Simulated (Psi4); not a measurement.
bismuth atom (Bi), quartet (core potentials on Bi); TPSS/def2-SVP (Psi4).

Psi4 was given this input:
```
memory 2 GB

molecule {
0 4
Bi    0.00000000    0.00000000    0.00000000
}

set {
  basis def2-svp
  reference uks
  guess sap
}

energy('tpss')
print_variables()
```

What the program printed (banner, timings and long lists left out):

```
   => Loading Basis Set <=

    Name: DEF2-SVP
    Role: ORBITAL
    Keyword: BASIS

    !!!  WARNING: ECP capability is in beta. Please check occupations closely.  !!!

         ---------------------------------------------------------
                                   SCF
               by Justin Turney, Rob Parrish, Andy Simmonett
                          and Daniel G. A. Smith
                              UKS Reference
         ---------------------------------------------------------

  ==> Geometry <==

    Molecular point group: d2h
    Geometry (in Angstrom), charge = 0, multiplicity = 4:

       Center              X                  Y                   Z               Mass
    ------------   -----------------  -----------------  -----------------  -----------------
         BI           0.000000000000     0.000000000000     0.000000000000   208.980399100000

  Running in d2h symmetry.

  Rotational constants: A = ************  B = ************  C = ************ [cm^-1]
  Rotational constants: A = ************  B = ************  C = ************ [MHz]
  Nuclear repulsion =    0.000000000000000

  Charge       = 0
  Multiplicity = 4
  Electrons    = 23
  Nalpha       = 13
  Nbeta        = 10

  ==> Algorithm <==

  SCF Algorithm Type is DF.
  DIIS enabled.
  MOM disabled.
  Fractional occupation disabled.
  Guess Type is SAP.
  Energy threshold   = 1.00e-06
  Density threshold  = 1.00e-06
  Integral threshold = 1.00e-12

  ==> Primary Basis <==

  Basis Set: DEF2-SVP
    Blend: DEF2-SVP
    Number of shells: 10
    Number of basis functions: 26
    Number of Cartesian functions: 28
    Spherical Harmonics?: true
    Max angular momentum: 2

  Core potential: DEF2-SVP
    Number of shells: 4
    Number of ECP primitives: 18
    Number of ECP core electrons: 60
    Max angular momentum: 3

  ==> DFT Potential <==

   => LibXC <=

    Version 7.1.2
    S. Lehtola, C. Steigemann, M. J. T. Oliveira, and M. A. L. Marques,  SoftwareX 7, 1–5 (2018) (10.1016/j.softx.2017.11.002)

   => Composite Functional: TPSS <=

    TPSS Meta-GGA XC Functional

    J. Tao, et al., Phys. Rev. Lett., 91, 146401, 2003

    Deriv               =              1
    GGA                 =           TRUE
    Meta                =           TRUE

    Exchange Hybrid     =          FALSE
    MP2 Hybrid          =          FALSE

   => Exchange Functionals <=

    1.0000   XC_MGGA_X_TPSS

   => Correlation Functionals <=

    1.0000   XC_MGGA_C_TPSS

   => LibXC Density Thresholds  <==

    XC_MGGA_C_TPSS:  1.00E-15
    XC_MGGA_X_TPSS:  1.00E-15

   => Molecular Quadrature <=

    Radial Scheme          =       TREUTLER
    Pruning Scheme         =           NONE
    Nuclear Scheme         =       TREUTLER

    Blocking Scheme        =         OCTREE
    BS radius alpha        =              1
    Pruning alpha          =              1
    Radial Points          =             75
    Spherical Points       =            302
    Total Points           =          19322
    Total Blocks           =            214
    Max Points             =            248
    Max Functions          =             26
    Weights Tolerance      =       1.00E-15

   => Loading Basis Set <=

    Name: (DEF2-SVP AUX)
    Role: JKFIT
    Keyword: DF_BASIS_SCF

  ==> Integral Setup <==

  SCF_SUBTYPE=INCORE selected. In-core MEM_DF algorithm will be used.
  Using in-core AOs.

  ==> MemDFJK: Density-Fitted J/K Matrices <==

    J tasked:                   Yes
    K tasked:                    No
    wK tasked:                   No
    Algorithm:                 Core
    Schwarz Cutoff:           1E-12
    Mask sparsity (%):       0.0000
    Fitting Condition:        1E-10

   => Auxiliary Basis Set <=

  Basis Set: (DEF2-SVP AUX)
    Blend: DEF2-UNIVERSAL-JKFIT
    Number of shells: 53
    Number of basis functions: 251
    Number of Cartesian functions: 361
    Spherical Harmonics?: true
    Max angular momentum: 6

  Minimum eigenvalue in the overlap matrix is 3.7302852689E-02.
  Reciprocal condition number of the overlap matrix is 1.3003749979E-02.
    Using symmetric orthogonalization.

  ==> Pre-Iterations <==

  SCF Guess: Superposition of Atomic Potentials (doi:10.1021/acs.jctc.8b01089).

  ==> SAP guess <==

   => Molecular Quadrature <=

    Radial Scheme          =       TREUTLER
    Pruning Scheme         =           NONE
    Nuclear Scheme         =       TREUTLER

    Blocking Scheme        =         OCTREE
    BS radius alpha        =              1
    Pruning alpha          =              1
    Radial Points          =             75
    Spherical Points       =            302
    Total Points           =          19322
    Total Blocks           =            214
    Max Points             =            248
    Max Functions          =             26
    Weights Tolerance      =       1.00E-15

   -------------------------------------------------------
    Irrep   Nso     Nmo     Nalpha   Nbeta   Ndocc  Nsocc
   -------------------------------------------------------
     Ag         8       8       4       3       3       1
     B1g        2       2       1       0       0       1
     B2g        2       2       1       0       0       1
     B3g        2       2       1       1       1       0
     Au         0       0       0       0       0       0
     B1u        4       4       2       2       2       0
     B2u        4       4       2       2       2       0
     B3u        4       4       2       2       2       0
   -------------------------------------------------------
    Total      26      26      13      10      10       3
   -------------------------------------------------------

  ==> Iterations <==

                           Total Energy        Delta E     RMS |[F,P]|

    Occupation by irrep:
             Ag   B1g   B2g   B3g    Au   B1u   B2u   B3u
    DOCC [     4,    1,    1,    1,    0,    1,    1,    1 ]
    SOCC [     0,    0,    0,    0,    0,    1,    1,    1 ]
    NA   [     4,    1,    1,    1,    0,    2,    2,    2 ]
    NB   [     4,    1,    1,    1,    0,    1,    1,    1 ]

   @DF-UKS iter   1:     9.84617266465709    9.84617e+00   2.53005e+00 ADIIS
   @DF-UKS iter   2:  -214.16614884839132   -2.24012e+02   2.07165e-01 ADIIS
   @DF-UKS iter   3:  -214.53423363052440   -3.68085e-01   1.53886e-02 ADIIS/DIIS
   @DF-UKS iter   4:  -214.53893641523345   -4.70278e-03   4.04603e-03 ADIIS/DIIS
   @DF-UKS iter   5:  -214.53969444614066   -7.58031e-04   6.05758e-04 ADIIS/DIIS
   @DF-UKS iter   6:  -214.53972200079249   -2.75547e-05   8.47919e-06 DIIS
   @DF-UKS iter   7:  -214.53972200507755   -4.28506e-09   4.70783e-08 DIIS
  Energy and wave function converged.

  ==> Post-Iterations <==

   Electrons on quadrature grid:
      Nalpha   =   13.0000000000 ; deviation = 8.882e-15
      Nbeta    =   10.0000000000 ; deviation = 1.776e-15
      Ntotal   =   23.0000000000 ; deviation = 1.066e-14

   @Spin Contamination Metric:   1.533256189E-03
   @S^2 Expected:                3.750000000E+00
   @S^2 Observed:                3.751533256E+00
   @S   Expected:                1.500000000E+00
   @S   Observed:                1.500000000E+00

    Orbital Energies [Eh]
    ---------------------

    Alpha Occupied:

[...]
       2B1u   -0.190120

    Alpha Virtual:

[...]
       8Ag    53.935725

    Beta Occupied:

[...]
       4Ag    -0.481239

    Beta Virtual:

[...]
       8Ag    53.940603

    Final Occupation by Irrep:
             Ag   B1g   B2g   B3g    Au   B1u   B2u   B3u
    DOCC [     4,    1,    1,    1,    0,    1,    1,    1 ]
    SOCC [     0,    0,    0,    0,    0,    1,    1,    1 ]
    NA   [     4,    1,    1,    1,    0,    2,    2,    2 ]
    NB   [     4,    1,    1,    1,    0,    1,    1,    1 ]

  @DF-UKS Final Energy:  -214.53972200507755

   => Energetics <=

    Nuclear Repulsion Energy =              0.0000000000000000
    One-Electron Energy =                -373.0090951890904307
    Two-Electron Energy =                 175.5455351430302926
    DFT Exchange-Correlation Energy =     -17.0761619590174085
    Empirical Dispersion Energy =           0.0000000000000000
    VV10 Nonlocal Energy =                  0.0000000000000000
    Total Energy =                       -214.5397220050775502

  UHF NO Occupations:
  HONO-2 :    2B1u 1.0000000
  HONO-1 :    2B2u 1.0000000
  HONO-0 :    2B3u 1.0000000
  LUNO+0 :    5 Ag 0.0001624
  LUNO+1 :    6 Ag 0.0001207
  LUNO+2 :    2B2g 0.0001207
  LUNO+3 :    2B1g 0.0001207

Computation Completed

Properties will be evaluated at   0.000000,   0.000000,   0.000000 [a0]

Properties computed using the SCF density matrix

 Multipole Moments:

 ------------------------------------------------------------------------------------
     Multipole            Electronic (a.u.)      Nuclear  (a.u.)        Total (a.u.)
 ------------------------------------------------------------------------------------

 L = 1.  Multiply by 2.5417464519 to convert [e a0] to [Debye]
 Dipole X            :          0.0000000            0.0000000            0.0000000
 Dipole Y            :          0.0000000            0.0000000            0.0000000
 Dipole Z            :          0.0000000            0.0000000            0.0000000
 Magnitude           :                                                    0.0000000

 ------------------------------------------------------------------------------------

  Variable Map:
  ----------------------------------------------------------------------------
[...]
  Array Variable Map:
  ----------------------------------------------------------------------------
[...]
[...]
```
